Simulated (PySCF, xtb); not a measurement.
CdGeH5N, SMILES [NH2][Cd][GeH3].

GFN2-xTB (xtb) at its own geometry gives an orbital gap of 3.37 eV and a dipole moment of 4.15 D.

Coordinates come from a B3LYP-D3(BJ)/def2-SVP optimisation. The structure was generated by enumeration; whether it is a known compound was not checked. The def2 effective core potentials stand for the cores of Cd; spin–orbit coupling is left out. The values are those of a single conformer.

Q: What does PBE0/def2-TZVPD (PySCF) give? (Estimate from the structure and the level; the computed values follow.)

A: gap 5.79 eV (levels -6.59 and -0.81 eV), dipole 0.95 D.
